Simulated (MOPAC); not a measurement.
A run for MOPAC: PM7 on NaSi, 2S+1 = 4, a spin state set in the input, which need not be the lowest, a point of a bond scan (R = 2.576 Å).

```
PM7 1SCF PRECISE CHARGE=0 UHF MS=1.5 THREADS=1
NaSi

Na     0.00000000 1     0.00000000 1     0.00000000 1
Si     0.00000000 1     0.00000000 1     2.57615200 1
```

It printed:

```
*******************************************************************************
 **                                                                           **
 **                              MOPAC v23.2.5                                **
 **                                                                           **
 *******************************************************************************
 ** MOPAC's Digital Object Identifier: https://doi.org/10.5281/zenodo.6511958 **
 **                                                                           **
 ** Please cite the open-source release paper for use of this MOPAC version:  **
 ** J. E. Moussa and J. J. P. Stewart (2026)                                  **
 ** MOPAC: An open-source semiempirical molecular orbital program             **
 ** J. Open Source Softw., 11(119), 8025, https://doi.org/10.21105/joss.08025 **
 *******************************************************************************

                              PM7 CALCULATION RESULTS

 *******************************************************************************
 *  PM7        - The PM7 Hamiltonian to be used
 *  UHF        - UNRESTRICTED HARTREE-FOCK CALCULATION
 *
 *
 *
 *                 CHARGE ON SYSTEM = 0
 *
 *
 *
 *  MS=        - IN MECI, MAGNETIC COMPONENT OF SPIN =  1.5
 *  PRECISE    - TIGHTER CRITERIA TO BE USED
 *  1SCF       - DO 1 SCF AND THEN STOP
 *  THREADS=1  - MULTI-THREADING NOT USED
 *  T=         - A TIME OF 172800.0 SECONDS REQUESTED
 *  DUMP=N     - RESTART FILE WRITTEN EVERY 7200.0 SECONDS REQUESTED
 *******************************************************************************
PM7 1SCF PRECISE CHARGE=0 UHF MS=1.5 THREADS=1
 NaSi

   ATOM   CHEMICAL          X               Y               Z
  NUMBER   SYMBOL      (ANGSTROMS)     (ANGSTROMS)     (ANGSTROMS)

     1      Na          0.00000000  *   0.00000000  *   0.00000000  *
     2      Si          0.00000000  *   0.00000000  *   2.57615200  *



          CARTESIAN COORDINATES

    NO.       ATOM           X           Y           Z

     1        Na          0.0000      0.0000      0.0000
     2        Si          0.0000      0.0000      2.5762

 General Reference for PM7:
 "Optimization of Parameters for Semiempirical Methods VI: More Modifications to the
 NDDO Approximations and Re-optimization of Parameters", J. J. P. Stewart, J. Mol. Mod., 1:32, 19 (2013)
 https://link.springer.com/article/10.1007/s00894-012-1667-x

           Empirical Formula: Na Si  =     2 atoms



      MOLECULAR POINT GROUP   :   C*v


          UHF CALCULATION, NO. OF ALPHA ELECTRONS =    4
                           NO. OF BETA  ELECTRONS =    1

 -------------------------------------------------------------------------------
 PM7 1SCF PRECISE CHARGE=0 UHF MS=1.5 THREADS=1
 NaSi



     1SCF WAS SPECIFIED, SO BFGS WAS NOT USED
     SCF FIELD WAS ACHIEVED


                              PM7 CALCULATION
                                                       MOPAC v23.2.5 Linux




          FINAL HEAT OF FORMATION =        138.44856 KCAL/MOL =     579.26877 KJ/MOL


          COSMO AREA              =        123.14 SQUARE ANGSTROMS
          COSMO VOLUME            =        120.01 CUBIC ANGSTROMS

          IONIZATION POTENTIAL    =          6.408616 EV
          ALPHA SOMO LUMO (EV)    =         -6.409  4.265
          BETA  SOMO LUMO (EV)    =         -8.566  2.507
          NO. OF ALPHA ELECTRONS  =          4
          NO. OF BETA  ELECTRONS  =          1
          MOLECULAR WEIGHT        =         51.0753         POINT GROUP:  C*v

          MOLECULAR DIMENSIONS (Angstroms)

            Atom       Atom       Distance
           Si     2   Na     1     2.57615
           Si     2   Na     1     0.00000
           Na     1   Si     2     0.00000


          SCF CALCULATIONS        =          1





   ATOM   CHEMICAL          X               Y               Z
  NUMBER   SYMBOL      (ANGSTROMS)     (ANGSTROMS)     (ANGSTROMS)

     1      Na          0.00000000  *   0.00000000  *   0.00000000  *
     2      Si          0.00000000  *   0.00000000  *   2.57615200  *

                             CARTESIAN COORDINATES

   1   Na        0.000000000     0.000000000     0.000000000
   2   Si        0.000000000     0.000000000     2.576152000


           Empirical Formula: Na Si  =     2 atoms



      MOLECULAR POINT GROUP   :   C*v


          ALPHA EIGENVALUES
  -8.87123  -6.91445  -6.40862  -6.40862   4.26461   6.50695   8.36350   8.36350
  23.05250  23.12401  23.12401  23.13429  23.13429


           BETA EIGENVALUES
  -8.56628   2.50738   2.50738   3.76507   4.49026   6.81177   8.37145   8.37145
  24.06083  24.16746  24.16746  24.29452  24.29452


              NET ATOMIC CHARGES AND DIPOLE CONTRIBUTIONS

  ATOM NO.   TYPE          CHARGE      No. of ELECS.   s-Pop       p-Pop       d-Pop
    1         Na           0.584612        0.4154     0.00334     0.41205
    2         Si          -0.584612        4.5846     1.30401     3.27536     0.00524
 DIPOLE           X         Y         Z       TOTAL
 POINT-CHG.     0.000     0.000    -7.234     7.234
 HYBRID         0.000     0.000     2.360     2.360
 SUM            0.000     0.000    -4.874     4.874


          ATOMIC ORBITAL ELECTRON POPULATIONS

     Atom    s        px        py        pz      x^2-y^2     xz        z^2       yz        xy
    1 Na   0.00334   0.00320   0.00320   0.40564
    2 Si   1.30401   0.99670   0.99670   1.28195   0.00000   0.00009   0.00506   0.00009   0.00000


                    (SZ)    =    1.500000
                    (S**2)  =    3.750930


          ATOMIC ORBITAL SPIN POPULATIONS

    Atom   Total    s     px     py     pz   x^2-y^2  xz     z^2    yz     xy
         Atomic
    1 Na  0.0323  0.003  0.003  0.003  0.023
    2 Si  2.9677  0.434  0.997  0.997  0.541  0.000  0.000 -0.001  0.000  0.000

 **********************
 *                    *
 * JOB ENDED NORMALLY *
 *                    *
 **********************




 == MOPAC DONE ==
```

The run finished.

Cost: about 0.04 core-seconds (a rough figure).
